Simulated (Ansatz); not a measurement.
One change: `[SiH3][N]([SiH3])[GeH]` becomes `[SiH3]N([SiH3])[Si]Br`.

Ansatz, PBE0-D4/def2-TZVP geometries, multiplicity 1. Each molecule was computed in one conformer, which needn't be the lowest.

Scalar relativity is left out up to krypton. Spin–orbit coupling is left out; it splits and shifts lone-pair levels of the heavy atoms by tenths of an eV.

```tsv
property	`[SiH3][N]([SiH3])[GeH]`
size of the dipole moment (PBE/def2-TZVPP) / D	0.21
LUMO energy (ωB97M-V/def2-TZVPP) / eV	-0.44
LUMO energy (B3LYP/def2-TZVPP) / eV	-2.58
HOMO–LUMO gap (PBE/def2-TZVPP) / eV	2.69
HOMO energy (PBE0/def2-TZVPP) / eV	-6.91
HOMO energy (PBE/def2-TZVPP) / eV	-5.85
```

Task: What does the change do to each property? (An estimate is asked.)

Result: Ansatz gave: 
| property | `[SiH3]N([SiH3])[Si]Br` | shift |
| --- | --- | --- |
| size of the dipole moment (PBE/def2-TZVPP) / D | 1.66 | 1.45 |
| LUMO energy (ωB97M-V/def2-TZVPP) / eV | -0.22 | 0.22 |
| LUMO energy (B3LYP/def2-TZVPP) / eV | -2.30 | 0.28 |
| HOMO–LUMO gap (PBE/def2-TZVPP) / eV | 3.20 | 0.51 |
| HOMO energy (PBE0/def2-TZVPP) / eV | -7.16 | -0.25 |
| HOMO energy (PBE/def2-TZVPP) / eV | -6.11 | -0.26 |

With PBE0 the HOMO falls by 0.25 eV and the LUMO rises by 0.22 eV, so the gap widens by about 0.47 eV. PBE moves the HOMO by -0.26 eV and ωB97M-V by -0.18 eV. Dipoles are sizes alone; their direction can turn.

B3LYP here is the variant with VWN-RPA as its local correlation; programs differ in this.
